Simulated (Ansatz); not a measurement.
Geometry optimisation of C₂H₉AlSSi, SMILES `C[SiH2][CH2][AlH][SH]`.

```yaml
crystal:
  periodic: [false, false, false]
  atoms:
    - {symbol: C, position_ang: [-1.890933, 0.699884, 0.371006]}
    - {symbol: Si, position_ang: [-0.071948, 1.222663, 0.450381]}
    - {symbol: C, position_ang: [1.042735, -0.283461, 0.726259]}
    - {symbol: Al, position_ang: [0.697233, -1.728711, -0.548840]}
    - {symbol: S, position_ang: [1.624354, -1.715376, -2.547137]}
    - {symbol: H, position_ang: [-2.082429, 0.008662, -0.477179]}
    - {symbol: H, position_ang: [-2.195293, 0.182284, 1.303813]}
    - {symbol: H, position_ang: [-2.552163, 1.579970, 0.238489]}
    - {symbol: H, position_ang: [0.315370, 1.881699, -0.851087]}
    - {symbol: H, position_ang: [0.108669, 2.244002, 1.547167]}
    - {symbol: H, position_ang: [2.102749, 0.046231, 0.662249]}
    - {symbol: H, position_ang: [0.870609, -0.662017, 1.758551]}
    - {symbol: H, position_ang: [-0.297905, -2.944878, -0.272712]}
    - {symbol: H, position_ang: [2.316052, -0.560152, -2.332361]}
basis:
  gaussian: {orbitals: def2-TZVP}
hamiltonian: {xc: pbe0, dispersion: d4}
relax: {f_tol: 0.005, max_steps: 150}
```

```sh
$ ansatz run in.yaml --threads 4 --pin off --events-out ev --progress --plain --max-ram 10444MiB
```

Output, abridged:

```
Functional definition: PBE0
  name "PBE0"
  cite "Adamo & Barone, J. Chem. Phys. 110, 6158 (1999) doi:10.1063/1.478522"
  cite "Perdew, Burke & Ernzerhof, Phys. Rev. Lett. 77, 3865 (1996) doi:10.1103/PhysRevLett.77.3865"
  parent pbe
  parameter a = 0.25
  parameter kappa = 0.804
  parameter beta = 0.06672455060314922
  exchange = (1 - a)*pbe_x(kappa = kappa, mu = beta*pi^2/3) + a*exact_x
  correlation = pbe_c(beta = beta)
mean field -27521.08699158 eV, -1011.3812924778 hartree, gradient 1.0e-5 eV, S^2 0.000000; 0 other end points of the search recorded, 0 dependent functions left out
the calculation of the forces begins
relax step   1: F+E_penalty+E_count = -27521.37680782 eV  Δ(F+E_penalty+E_count) = +0.000e0 eV  max|allowed force component| = 4.957e-1 eV/Å  Δτ_max = 0.0000 Å  (28 SCF iters, accepted)
these checks for a lower state are left out or cut short: starts, cluster_reference, orbital_swaps, neighbouring_geometries, increment
mean field -27521.12806844 eV, -1011.3828020247 hartree, gradient 9.5e-6 eV, S^2 0.000000; 0 other end points of the search recorded, 0 dependent functions left out
the calculation of the forces begins
relax step   2: F+E_penalty+E_count = -27521.42007004 eV  Δ(F+E_penalty+E_count) = -4.326e-2 eV  max|allowed force component| = 1.809e-1 eV/Å  Δτ_max = 0.0486 Å  (31 SCF iters, accepted)
these checks for a lower state are left out or cut short: starts, cluster_reference, orbital_swaps, neighbouring_geometries, increment
mean field -27521.13151647 eV, -1011.3829287372 hartree, gradient 9.2e-6 eV, S^2 0.000000; 0 other end points of the search recorded, 0 dependent functions left out
the calculation of the forces begins
relax step   3: F+E_penalty+E_count = -27521.42468248 eV  Δ(F+E_penalty+E_count) = -4.612e-3 eV  max|allowed force component| = 4.253e-2 eV/Å  Δτ_max = 0.0294 Å  (31 SCF iters, accepted)
these checks for a lower state are left out or cut short: starts, cluster_reference, orbital_swaps, neighbouring_geometries, increment
mean field -27521.13196153 eV, -1011.3829450930 hartree, gradient 9.1e-6 eV, S^2 0.000000; 0 other end points of the search recorded, 0 dependent functions left out
the calculation of the forces begins
relax step   4: F+E_penalty+E_count = -27521.42522520 eV  Δ(F+E_penalty+E_count) = -5.427e-4 eV  max|allowed force component| = 3.800e-2 eV/Å  Δτ_max = 0.0379 Å  (31 SCF iters, accepted)
these checks for a lower state are left out or cut short: starts, cluster_reference, orbital_swaps, neighbouring_geometries, increment
mean field -27521.13254695 eV, -1011.3829666068 hartree, gradient 9.1e-6 eV, S^2 0.000000; 0 other end points of the search recorded, 0 dependent functions left out
the calculation of the forces begins
relax step   5: F+E_penalty+E_count = -27521.42570436 eV  Δ(F+E_penalty+E_count) = -4.792e-4 eV  max|allowed force component| = 1.900e-2 eV/Å  Δτ_max = 0.0108 Å  (32 SCF iters, accepted)
these checks for a lower state are left out or cut short: starts, cluster_reference, orbital_swaps, neighbouring_geometries, increment
mean field -27521.13335180 eV, -1011.3829961845 hartree, gradient 9.0e-6 eV, S^2 0.000000; 0 other end points of the search recorded, 0 dependent functions left out
the calculation of the forces begins
relax step   6: F+E_penalty+E_count = -27521.42697183 eV  Δ(F+E_penalty+E_count) = -1.267e-3 eV  max|allowed force component| = 1.612e-2 eV/Å  Δτ_max = 0.0638 Å  (30 SCF iters, accepted)
these checks for a lower state are left out or cut short: starts, cluster_reference, orbital_swaps, neighbouring_geometries, increment
mean field -27521.13384976 eV, -1011.3830144841 hartree, gradient 1.7e-5 eV, S^2 0.000000; 0 other end points of the search recorded, 0 dependent functions left out
[...]
mean field -27521.13433948 eV, -1011.3830324809 hartree, gradient 9.3e-6 eV, S^2 0.000000; 0 other end points of the search recorded, 0 dependent functions left out
the calculation of the forces begins
relax step  17: F+E_penalty+E_count = -27521.43938791 eV  Δ(F+E_penalty+E_count) = -8.304e-5 eV  max|allowed force component| = 1.164e-2 eV/Å  Δτ_max = 0.0116 Å  (32 SCF iters, accepted)
these checks for a lower state are left out or cut short: starts, cluster_reference, orbital_swaps, neighbouring_geometries, increment
mean field -27521.13422996 eV, -1011.3830284561 hartree, gradient 9.4e-6 eV, S^2 0.000000; 0 other end points of the search recorded, 0 dependent functions left out
the calculation of the forces begins
relax step  18: F+E_penalty+E_count = -27521.43941801 eV  Δ(F+E_penalty+E_count) = -3.010e-5 eV  max|allowed force component| = 8.887e-3 eV/Å  Δτ_max = 0.0150 Å  (32 SCF iters, accepted)
these checks for a lower state are left out or cut short: starts, cluster_reference, orbital_swaps, neighbouring_geometries, increment
mean field -27521.13409779 eV, -1011.3830235990 hartree, gradient 9.4e-6 eV, S^2 0.000000; 0 other end points of the search recorded, 0 dependent functions left out
the calculation of the forces begins
relax step  19: F+E_penalty+E_count = -27521.43943688 eV  Δ(F+E_penalty+E_count) = -1.887e-5 eV  max|allowed force component| = 4.779e-3 eV/Å  Δτ_max = 0.0136 Å  (32 SCF iters, accepted)
these checks for a lower state are left out or cut short: starts, cluster_reference, orbital_swaps, neighbouring_geometries, increment
mean field -27521.13407661 eV, -1011.3830228207 hartree, gradient 1.4e-5 eV, S^2 0.000000; 0 other end points of the search recorded, 0 dependent functions left out
the calculation of the forces begins
relax step  20: F+E_penalty+E_count = -27521.43944568 eV  Δ(F+E_penalty+E_count) = -8.798e-6 eV  max|allowed force component| = 4.407e-3 eV/Å  Δτ_max = 0.0063 Å  (23 SCF iters, accepted)
these checks for a lower state are left out or cut short: starts, cluster_reference, orbital_swaps, neighbouring_geometries, increment
mean field -27521.13406789 eV, -1011.3830225002 hartree, gradient 9.4e-6 eV, S^2 0.000000; 0 other end points of the search recorded, 0 dependent functions left out
the calculation of the forces begins
relax step  21: F+E_penalty+E_count = -27521.43946414 eV  Δ(F+E_penalty+E_count) = -1.846e-5 eV  max|allowed force component| = 7.403e-3 eV/Å  Δτ_max = 0.0159 Å  (31 SCF iters, accepted)
these checks for a lower state are left out or cut short: starts, cluster_reference, orbital_swaps, neighbouring_geometries, increment
mean field -27521.13411925 eV, -1011.3830243876 hartree, gradient 9.4e-6 eV, S^2 0.000000; 0 other end points of the search recorded, 0 dependent functions left out
the calculation of the forces begins
relax step  22: F+E_penalty+E_count = -27521.43947523 eV  Δ(F+E_penalty+E_count) = -1.109e-5 eV  max|allowed force component| = 1.019e-2 eV/Å  Δτ_max = 0.0234 Å  (31 SCF iters, accepted)
these checks for a lower state are left out or cut short: starts, cluster_reference, orbital_swaps, neighbouring_geometries, increment
mean field -27521.13419151 eV, -1011.3830270431 hartree, gradient 9.4e-6 eV, S^2 0.000000; 0 other end points of the search recorded, 0 dependent functions left out
the calculation of the forces begins
relax step  23: F+E_penalty+E_count = -27521.43948660 eV  Δ(F+E_penalty+E_count) = -1.137e-5 eV  max|allowed force component| = 5.159e-3 eV/Å  Δτ_max = 0.0034 Å  (24 SCF iters, accepted)
these checks for a lower state are left out or cut short: starts, cluster_reference, orbital_swaps, neighbouring_geometries, increment
mean field -27521.13419170 eV, -1011.3830270501 hartree, gradient 2.3e-5 eV, S^2 0.000000; 0 other end points of the search recorded, 0 dependent functions left out
the calculation of the forces begins
relax step  24: F+E_penalty+E_count = -27521.43948867 eV  Δ(F+E_penalty+E_count) = -2.074e-6 eV  max|allowed force component| = 3.111e-3 eV/Å  Δτ_max = 0.0031 Å  (22 SCF iters, accepted)
mean field -27521.13419170 eV, -1011.3830270501 hartree, gradient 2.5e-5 eV, S^2 0.000000; 1 other end points of the search recorded, 0 dependent functions left out
the calculation of the forces begins
Total energy: -27521.43952717 eV, -1011.3942479216 hartree
Atom 0 at    -1.760705     0.761310     0.142716 Å, force    -0.000517    -0.000793    -0.000461 eV/Å
Atom 1 at     0.043365     1.155101     0.454294 Å, force    -0.000205    -0.000769    -0.000042 eV/Å
Atom 2 at     1.009912    -0.382542     0.888722 Å, force    -0.000204     0.001746     0.000834 eV/Å
Atom 3 at     0.809092    -1.833651    -0.390151 Å, force     0.000227     0.001966     0.001731 eV/Å
Atom 4 at     1.024683    -1.421787    -2.526187 Å, force    -0.000204    -0.001658    -0.003111 eV/Å
Atom 5 at    -1.876575     0.097567    -0.719439 Å, force     0.000384     0.000763     0.001412 eV/Å
Atom 6 at    -2.212156     0.275099     1.011703 Å, force     0.000751     0.000658    -0.000736 eV/Å
Atom 7 at    -2.329465     1.670819    -0.063918 Å, force     0.000536    -0.000389    -0.000010 eV/Å
Atom 8 at     0.631830     1.757645    -0.778605 Å, force    -0.000399    -0.000174     0.000751 eV/Å
Atom 9 at     0.144400     2.180406     1.532770 Å, force    -0.000045    -0.000558    -0.000718 eV/Å
Atom 10 at     2.072240    -0.112277     0.943749 Å, force    -0.000512    -0.000774    -0.000065 eV/Å
Atom 11 at     0.717921    -0.738436     1.883002 Å, force     0.000009    -0.000043     0.000317 eV/Å
Atom 12 at     0.462548    -3.329600    -0.010874 Å, force     0.000467     0.001346    -0.001933 eV/Å
Atom 13 at     1.250012    -0.108855    -2.339183 Å, force    -0.000289    -0.001320     0.002032 eV/Å
Dipole moment:    -0.022914     0.101483     0.320165 e Å
```

It took 2 min on 4 threads of an Arm Neoverse V1 on a shared host, with 0.74 GiB of host memory at the peak.
